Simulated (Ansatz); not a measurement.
A nudged elastic band was laid between two geometries of ClGaH2O2 + H2 (8 atoms, charge 0, multiplicity 1).

All numbers below come from RKS PBE0/def2-SVP in Ansatz.

```yaml
movable_images: 7
climbing_image: yes
spring: 5.0 eV/Å²
optimiser: quadratic models (default)
start_path: straight line
force_threshold: 0.05 eV/Å
iteration_limit: 60
end_points: relaxed
```

Initial state:

```xyz
8
Properties=species:S:1:pos:R:3
Ga -0.030 -0.413 -0.015
Cl 0.048 -0.997 2.053
O 1.452 -0.275 -0.966
H 2.248 -0.470 -0.462
O -1.582 -0.183 -0.827
H -2.340 -0.331 -0.252
H 0.057 2.218 0.489
H 0.092 1.934 1.197
```

Final state:

```xyz
8
Properties=species:S:1:pos:R:3
Ga 0.748 0.606 -0.033
Cl 1.410 0.087 1.984
O 0.143 -0.852 -0.943
H 0.571 -1.686 -0.725
O -1.297 0.822 0.395
H -1.454 -0.032 -0.065
H 1.256 1.891 -0.733
H -1.433 0.645 1.337
```

Problem. What changes between the two ends?

Solution. Bonds broken: H7–H8. Bonds formed: Ga1–H7, O5–H8. ClGaH2O2 + H2 becomes ClGaH4O2.

Problem. Give the energies along the band, and the barrier.

Solution. It converged. The highest image is number 3 of 0 to 8, 18.5 kcal/mol above the first end and 34.5 kcal/mol above the last; the last end lies 15.9 kcal/mol below the first. The profile has 2 maxima (images 3, 6) with wells between them (image 5): this band takes more than one step, which may be the mechanism or a detour left from its start path. The order of the point at the top wasn't checked. The orbitals stay closed-shell, which can raise the energy where a bond breaks towards radicals; this wasn't checked here.

| image | path coordinate (Å) | energy (kcal/mol) | H7–H8 (Å) | Ga1–H7 (Å) | O5–H8 (Å) |
| --- | --- | --- | --- | --- | --- |
| 0 | 0.00 | 0.0 | 0.76 | 2.68 | 3.37 |
| 1 | 0.87 | 0.1 | 0.76 | 2.58 | 2.92 |
| 2 | 1.74 | 1.0 | 0.77 | 2.45 | 2.23 |
| 3 | 2.61 | 18.5 | 1.00 | 1.82 | 1.32 |
| 4 | 3.49 | -7.8 | 2.01 | 1.58 | 0.97 |
| 5 | 4.36 | -13.2 | 2.77 | 1.56 | 0.97 |
| 6 | 5.24 | -12.6 | 2.94 | 1.55 | 0.97 |
| 7 | 6.12 | -13.9 | 3.28 | 1.55 | 0.97 |
| 8 | 7.00 | -15.9 | 3.61 | 1.55 | 0.97 |

Problem. What is the geometry of the highest image?

Solution. 
```xyz
8
Properties=species:S:1:pos:R:3
Ga 0.303 -0.022 0.264
Cl 0.587 -0.721 2.278
O 1.208 -0.675 -1.113
H 1.983 -1.189 -0.864
O -1.489 0.489 -0.156
H -2.192 0.289 0.477
H 0.244 1.796 0.244
H -0.699 1.515 0.089
```

Run time: 6.6 min on 2 threads of Arm Neoverse V1, with other jobs on the host, peak memory 0.24 GiB.
